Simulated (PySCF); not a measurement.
## How methods differ on the excitation energy of Sc²⁺

Sc²⁺ [Ar] 3d1 (2D) → Sc²⁺ [Ar] 4p1 (2P), as a difference of total energies. Calculation: PySCF 2.14, in x2c-QZVPPall (11s7p5d3f2g, 96 functions); the spin-free X2C one-electron Hamiltonian (Gaussian nucleus). Correlated levels: valence and next inner shell: [Ne] frozen. The calculations carry no spin-orbit coupling.

```json
{"method": "UHF", "excitation energy (eV)": "7.328"}
{"method": "MP2 (valence and next inner shell)", "excitation energy (eV)": "7.417"}
{"method": "SCS-MP2 (valence and next inner shell)", "excitation energy (eV)": "7.438"}
{"method": "CCSD (valence and next inner shell)", "excitation energy (eV)": "7.419"}
{"method": "CCSD(T) (valence and next inner shell)", "excitation energy (eV)": "7.407"}
```

**Question.** How much does correlation contribute at CCSD(T) (valence and next inner shell)?

**Answer.** 7.407 − (7.328) = 0.079 eV, measured against UHF.

The basis was made for the ground configuration and has no added diffuse functions, so the excitation energy can come out too high.
